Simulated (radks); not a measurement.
Problem. The mean radii <r> (bohr) of the occupied orbitals of an atom or ion are listed with their occupations. Calculated with a radial shooting solver on a logarithmic mesh with Libxc functionals: scalar-relativistic Kohn-Sham, BP86, spin-polarised, spherical densities, finite nucleus; Fermi nuclear charge, rms radius of each element as measured or else 0.836 A^(1/3) + 0.57 fm.

orbital  occ.      <r>
1s down     1  0.02074
1s up       1  0.02074
2s up       1  0.08810
2s down     1  0.08809
2p up       3  0.07806
2p down     3  0.07806
3s up       1   0.2299
3s down     1   0.2298
3p up       3   0.2289
3p down     3   0.2288
3d up       5   0.2079
3d down     5   0.2078
4s up       1   0.5184
4s down     1   0.5184
4p up       3   0.5493
4p down     3   0.5495
4d up       5   0.5944
4d down     5   0.5951
5s up       1    1.247
5s down     1    1.257
5p up       3    1.449
5p down     3    1.464
4f up       7   0.7782
4f down     3   0.7977
5f up       1    5.664

Name the element and its charge. Open shells, if any, are filled with parallel spins first.

Solution. Z = 67, holmium, charge +2: Ho2+ in [Xe] 4f10 5f1. The 1s radius gives Z: for a bare nucleus <r> = (2 gamma + 1)/(2Z) with gamma = sqrt(1 - (Z/c)^2), 0.02048 bohr for Z = 67, and screening makes it slightly larger (0.02074 here). The occupations add up to 65, and the charge is Z minus that.
